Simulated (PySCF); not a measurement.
GeH5Si, SMILES [SiH3][GeH2] (connectivity only; charge and spin as stated), charge +1, multiplicity 1. Atoms are numbered in the order given.

```xyz
7

Si    -1.6221    -0.0014     0.0000
Ge     0.7889    -0.0068     0.0000
H     -2.0230    -0.6637     1.2675
H     -2.0230    -0.6637    -1.2675
H     -1.8085     1.4835     0.0000
H      1.6601     0.0413     1.2775
H      1.6601     0.0413    -1.2775
```
Charge +1, spin multiplicity 1.

Coordinates come from a PBE-D3(BJ)/def2-TZVP optimisation. The multiplicity is an assumed one; other spin states were not compared. The isomer is the one that the SMILES or the coordinates give; other isomers of the formula were not compared.

Calculation: PBE-D3(BJ)/def2-TZVP in PySCF.

Frequencies are harmonic and unscaled.

Computed normal modes with their intensities:
```
mode  ν (cm⁻¹)  IR (km/mol)  moving atoms (share of kinetic energy)
----  --------  -----------  --------------------------------------
1           69          0.0                                 H 100 %
2          279          2.4                H 52 %, Si 34 %, Ge 14 %
3          324          4.5                                  H 99 %
4          347          5.2                H 53 %, Si 33 %, Ge 14 %
5          552          0.7                          H 89 %, Si 8 %
6          613          0.1                                  H 90 %
7          753        238.9                                  H 93 %
8          859         14.8                                  H 97 %
9          862         22.8                                  H 97 %
10         881         35.5                                  H 97 %
11        2087         15.6                                  H 99 %
12        2126         10.3                                  H 98 %
13        2153          7.0                                  H 98 %
14        2213          2.1                                  H 97 %
15        2241          3.1                                  H 95 %
```
